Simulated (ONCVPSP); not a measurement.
## tantalum: variants of one ONCV potential

Base potential:

* Element: Ta
* Generator: ONCVPSP 4.0.1
* Type: optimised norm-conserving Vanderbilt (ONCV)
* Functional: LDA (Perdew-Zunger)
* Relativity: fully relativistic
* Frozen core: [Kr] 4d10 4f14
* Valence charge: 13
* Reference configuration: 5s2 5p6 5d3 (charge +2)
* Partial waves: 5s: rc 1.50 bohr, ncon 4, nbas 8, qcut 8.1 1/bohr, 2 projectors, debl 2.3 Ha; 5p: rc 1.90 bohr, ncon 4, nbas 8, qcut 5.9 1/bohr, 2 projectors, debl 2.3 Ha; 5d: rc 1.80 bohr, ncon 4, nbas 8, qcut 6.1 1/bohr, 2 projectors, debl 0.3 Ha
* Local potential: polynomial inside 1.45 bohr (lpopt 5, dvloc0 -1 Ha)
* Core correction: Teter function fitted to the true core (icmod 2), fcfact 0.75

Open shells are filled in proportion to 2j + 1.

In the s channel the program set the typed energies aside and used -3.260, 0.250 Ha. In the d channel the program set the typed energies aside and used -0.674, 0.250 Ha (j = l + 1/2; the other j can differ).

All-electron outer shells of the reference configuration (LDA (Perdew-Zunger), scalar-relativistic, ld1.x):

| shell | level (eV) | outermost node (bohr) | outermost maximum (bohr) |
| --- | --- | --- | --- |
| 5p | -55.23 | 0.58 | 1.13 |
| 4f | -40.64 | – | 0.44 |
| 5d | -18.63 | 0.65 | 1.56 |

Cutoffs, loose and tight: the cutoffs (Ha) at which the residual kinetic energy of the hardest occupied pseudo-wave falls to 1 and 0.1 mHa per electron. They do not see the model core or the augmentation charge, which bear on the density cutoff. Test errors are all-electron minus pseudo excitation energies from the reference, over the configurations 5s2 5p6 5d3 6s2; 5s2 5p6 5d3 6s1; 5s2 5p6 5d2; 5s2 5p6 5d3 6s1 6p1. A dash means not determined; rows that change the core or the reference have their own tests.

A true bound ghost makes a file unfit for plane-wave use even where its test errors are small: the radial tests pick states by their node count and pass the ghost by.

```csv
change,outcome,"cutoff, loose","cutoff, tight",bound ghosts,GHOST(+) flags above zero,largest test error (meV)
base,"generated, projector energies reset by the program",25 Ha,29 Ha,none,s,+8.8
"core correction Teter function fitted to the true core (icmod 2), fcfact 0.64","generated, projector energies reset by the program",25 Ha,29 Ha,none,s,+8.7
"d: rc 1.32; local potential polynomial inside 1.32 bohr (lpopt 5, dvloc0 -1 Ha)","generated, projector energies reset by the program",25 Ha,29 Ha,none,s,+8.8
s: debl 4.3,"generated, projector energies reset by the program",25 Ha,29 Ha,none,s,+9.6
s: qcut 7.9; p: qcut 5.8; d: qcut 6,"generated, projector energies reset by the program",24 Ha,28 Ha,none,s,+8.7
p: rc 2.78,"generated, projector energies reset by the program",25 Ha,29 Ha,none,"s, p1/2",+8.5
```

(1) What comes out with this change to the base: core [Kr] 4d10, valence charge 27; reference 4f14 5s2 5p6 5d3 6s1; waves now 5s+6s: rc 1.70 bohr, ncon 4, nbas 8, qcut 9 1/bohr, 2 projectors; 5p: rc 1.60 bohr, ncon 3, nbas 7, qcut 7.1 1/bohr, 2 projectors, debl 3.9 Ha; 5d: rc 1.70 bohr, ncon 4, nbas 7, qcut 5.1 1/bohr, 2 projectors, debl 2.5 Ha; 4f: rc 1.00 bohr, ncon 5, nbas 10, qcut 19.4 1/bohr, local; local potential the f channel?

(2) What comes out with this change to the base: all radii but the core radius scaled by about 0.89 (s 1.34, p 1.70, d 1.60 bohr); local potential polynomial inside 1.28 bohr (lpopt 5, dvloc0 -1 Ha)?

Answers

(1) outcome: generated, misses its reference levels by 1.14 eV; cutoff, loose: 157 Ha; cutoff, tight: 171 Ha; bound ghosts: s, p3/2, p1/2; GHOST(+) flags above zero: s, d5/2, d3/2; largest test error (meV): -3.6.

(2) outcome: failed: ERROR pspot: first pseudo wave function has node, program will stop. Cause: the optimised pseudo-wave of the first projector has a node, so the radial equation cannot be inverted for a potential.
